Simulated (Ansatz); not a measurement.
A nudged elastic band was laid between two geometries of GaH$_{3}$O (5 atoms, charge 0, multiplicity 1).

Theory: RKS BLYP-D4/def2-TZVP (Ansatz 0.2.0).

```yaml
movable_images: 5
climbing_image: yes
spring: 5.0 eV/Å²
optimiser: quadratic models (default)
start_path: through a guess of the saddle point
force_threshold: 0.03 eV/Å
iteration_limit: 60
end_points: relaxed
```

First end point:

```xyz
5
Properties=species:S:1:pos:R:3
Ga -0.517 0.225 0.018
O 1.155 -0.323 0.486
H -0.995 -0.077 -1.451
H -1.267 0.945 1.188
H 1.624 -0.770 -0.240
```

Last end point:

```xyz
5
Properties=species:S:1:pos:R:3
Ga -0.982 1.450 0.270
O 0.714 -0.227 -0.655
H 0.414 -0.870 -1.322
H -0.600 0.236 1.482
H 0.455 -0.589 0.225
```

What changes between the two ends?

Bonds broken: Ga1–O2, Ga1–H3. Bonds formed: O2–H3. GaH3O becomes GaH + H2O.

What energy profile does the band end with?

The forces met the threshold. The highest image is number 2 of 0 to 6, 2.25 eV above the first end and 1.39 eV above the last; the last end lies 0.85 eV above the first. Neighbouring images differ by up to 1.5 eV, so the band resolves the path poorly. A vibrational analysis at the climbing image gives one clearly imaginary mode, 1259i cm⁻¹: a first-order saddle point. The orbitals stay closed-shell, which can raise the energy where a bond breaks towards radicals; this wasn't checked here.

| image | path coordinate (Å) | energy (eV) | Ga1–O2 (Å) | Ga1–H3 (Å) | O2–H3 (Å) |
| --- | --- | --- | --- | --- | --- |
| 0 | 0.00 | 0.00 | 1.82 | 1.57 | 2.90 |
| 1 | 0.80 | 0.77 | 1.84 | 1.55 | 2.33 |
| 2 | 1.60 | 2.25 | 2.07 | 1.66 | 1.45 |
| 3 | 2.18 | 1.16 | 2.38 | 2.14 | 1.01 |
| 4 | 2.75 | 0.91 | 2.48 | 2.80 | 0.97 |
| 5 | 3.33 | 0.87 | 2.49 | 3.08 | 0.97 |
| 6 | 3.90 | 0.85 | 2.56 | 3.14 | 0.97 |

What is the geometry of the highest image?


```xyz
5
Properties=species:S:1:pos:R:3
Ga -0.963 0.471 -0.011
O 0.974 -0.135 -0.390
H -0.194 -0.374 -1.212
H -1.204 0.920 1.517
H 1.387 -0.881 0.097
```

The run took 3.4 min on 2 threads of Arm Neoverse N1 (shared host), peak memory 0.14 GiB.
